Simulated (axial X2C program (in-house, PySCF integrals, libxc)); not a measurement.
# GeI: from the spin-free to the two-component result

All values were computed with an in-house all-electron X2C program for linear molecules (integrals from PySCF). Spin-free means the one-electron spin-free X2C Hamiltonian; two-component (2c) means X2C with spin–orbit coupling and atomic mean-field two-electron Coulomb and Gaunt terms, so the difference of the two also holds small scalar two-electron terms. Basis: I dyall-cv3z [11s12p8d4f1g], Ge dyall-cv3z [9s9p7d4f1g] (cores contracted in-house); Gaussian nuclei, density fitting, unrestricted open shells. Masses: I 126.904 u, Ge 73.921 u.

Spin-free state: M_S = 1/2, Λ = 1 (beyond evenly filled blocks: π+α); fragments I + Ge.

```csv
level,Re (Å),ωe (cm⁻¹),De (eV),μ (D)
PBE0,2.526,242.1,3.132,1.35
HF,2.567,231.7,1.758,2.14
MP2,2.537,243.7,2.957,n/a
CCSD,2.546,239.9,2.775,n/a
CCSD(T),2.547,239.5,2.907,n/a
LDA,2.498,247.3,3.879,0.94
```

Correlated methods: 11 electrons correlated (number of frozen shells: I 4 s, 3 p, 2 d; Ge 3 s, 2 p, 1 d), 283 virtual spin orbitals or spinors in MP2, 90 natural virtuals in coupled cluster.

Dipoles are positive if Ge is the positive end.

(1) Within this multiplet, which Ω should lie lowest by the rule for regular and inverted multiplets?

Two-component determinant lowest at the distance of the search:

Ω = 1/2 (⟨Sz⟩ = -0.50, ⟨Lz⟩ = 1.00 at HF); fragments I + Ge.

```tsv
level	Re (Å)	ωe (cm⁻¹)	μ (D)
PBE0	2.527	241.2	1.25
HF	2.568	231.4	2.05
MP2	2.537	243.5	n/a
CCSD	2.547	239.6	n/a
CCSD(T)	2.548	239.1	n/a
LDA	2.501	246.0	0.84
```

(2) From the two tables, how do the constants change at the CCSD(T) level (2c against spin-free)?

The state is a single determinant with fixed occupations, the lowest that a limited PBE0 search found. Dissociation energies refer to the lowest single-determinant-based atoms at the same level and basis. De is not given where an atomic determinant may have missed its ground term or J level, or where the truncated virtual space spoils (T). Density functionals use the spin component along the axis (collinear). Coupled cluster ran in a truncated set of natural virtual spinors; the MP2 energy of the rest was added. (T) has no such correction and the atoms are truncated less, which lowers De at CCSD(T) by a hundredth of an eV or more. Without a current term, density functionals place determinants with orbital angular momentum somewhat too high. With the outer-core shells frozen, correlated bond lengths of heavy atoms tend to come out a few hundredths of an ångström too long.

## Answers

(1) The open π shell holds one electron, so the multiplet is regular: Ω = Λ − 1/2 = 1/2. The PBE0 2c search agrees.

(2) At the CCSD(T) level Re increases by 0.001 Å and ωe decreases by 0.4 cm⁻¹.
